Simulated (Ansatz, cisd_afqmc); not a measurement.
System: N, charge 0, quartet.

Quantity: first ionisation energy (N+ (triplet) against N (quartet)), in eV. Open shells are spin-unrestricted; no spin-orbit coupling. Cores are frozen in correlated methods. Rows without X2C or -DK are non-relativistic. The Monte Carlo rows (phaseless AFQMC, CISD trial, step 0.005/hartree) carry one-sigma bars that omit the constraint's bias. Outlying blocks are dropped, and bars are widened where a walk drifts. Over all cases where full CI ran beside it in this data, AFQMC minus full CI had a median of +0.1 mEh and passed +0.4 mEh in a tenth of the cases. CBS(X,Y): correlation extrapolated as X^-3, Hartree-Fock from the larger set. A bracket is a step between two methods taken in the basis named. Functionals run without relativity, which enters their misses. Double hybrids freeze cores in their MP2 part. 'core' is core correlation in cc-pwCVTZ, 'X2C' scalar relativity in cc-pVTZ-DK, both at CCSD(T). Full CI freezes restricted core orbitals, also for open shells; the composite that ends in it estimates full CI at the basis-set limit.

| level | program | first ionisation energy (eV) | error against the last row |
|---|---|---|---|
| PBE0/def2-TZVPD | Ansatz | 14.70 | 0.16 |
| wB97X-V/def2-TZVPD | Ansatz | 14.48 | -0.06 |
| B2PLYP/def2-TZVPD | Ansatz | 14.50 | -0.04 |
| B2GP-PLYP/def2-TZVPD | Ansatz | 14.51 | -0.03 |
| CCSDT(Q)/aug-cc-pVDZ | Ansatz | 14.36 | -0.18 |
| CCSDT(Q)/aug-cc-pVQZ | Ansatz | 14.50 | -0.04 |
| AFQMC/CISD/aug-cc-pVTZ | cisd_afqmc | 14.48 ± 0.01 | -0.06 |
| AFQMC/CISD/aug-cc-pVQZ | cisd_afqmc | 14.50 ± 0.01 | -0.04 |
| CCSD(T)/CBS(aug-cc-pVTZ,aug-cc-pVQZ) + [CCSDTQ - CCSD(T)]/aug-cc-pVTZ + core + X2C | Ansatz | 14.54 | 0.00 |
| CCSD(T)/CBS(aug-cc-pVTZ,aug-cc-pVQZ) + [CCSDT(Q) - CCSD(T)]/aug-cc-pVQZ + [FCI - CCSDT(Q)]/aug-cc-pVTZ + core + X2C | Ansatz | 14.54 | 0.00 |

Ansatz is an electronic-structure program.
